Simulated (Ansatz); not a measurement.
Consider the formal exchange of groups at the Se–Ge bond: `[Cl][GeH2][SeH]` + `NBF` → `NB(F)[SeH]` + `[Cl][GeH3]`.

Gas-phase electronic energies from Ansatz, PBE0-D4/def2-TZVP geometries. CCSD(T)/CBS adds triple-zeta CCSD(T) − MP2 to the extrapolated MP2 energy (def2 sets, frozen cores). This one scheme is used for every species. Functionals use def2-TZVPP. B3LYP here is the variant with VWN-RPA as its local correlation; programs differ in this. For Ge, Se outer-core shells are correlated without core-valence functions, which leaves a few kJ/mol of doubt a bond. Scalar relativity is left out up to krypton. Each species was taken in one conformer, which may not be the lowest.

Is it downhill or uphill in electronic energy at CCSD(T)/CBS, and by how much? (An estimate is asked.)

The calculation gave: Uphill: ΔE = +0.09 eV.

What do these levels give: BLYP-D4, B97M-V, r2SCANh-D4, ωB97X-V, PBE, B3LYP, r2SCAN0, BHLYP, MP2/def2-SVP, CCSD/def2-SVP, MP2/def2-TZVPP, CCSD(T)/def2-TZVPP? (Best estimate.)

Computed: BLYP-D4 0.13, B97M-V 0.01, r2SCANh-D4 0.07, ωB97X-V 0.08, PBE 0.08, B3LYP 0.12, r2SCAN0 0.07, BHLYP 0.12, MP2/def2-SVP 0.00, CCSD/def2-SVP 0.01, MP2/def2-TZVPP 0.09, CCSD(T)/def2-TZVPP 0.08 eV.

Largest T1 diagnostic among the species: 0.012.

In def2-TZVPP, CCSD(T) changes the Hartree–Fock value by −0.07 eV (the triples alone add −0.00 eV) and MP2 by −0.05 eV. Leaving LDA and LC-ωPBE aside and taking each functional with its dispersion term where it has one, the values, not all of them listed here, spread over 0.14 eV, from B97M-V to BHLYP-D4. LDA lies −0.09 eV from PBE without D4.
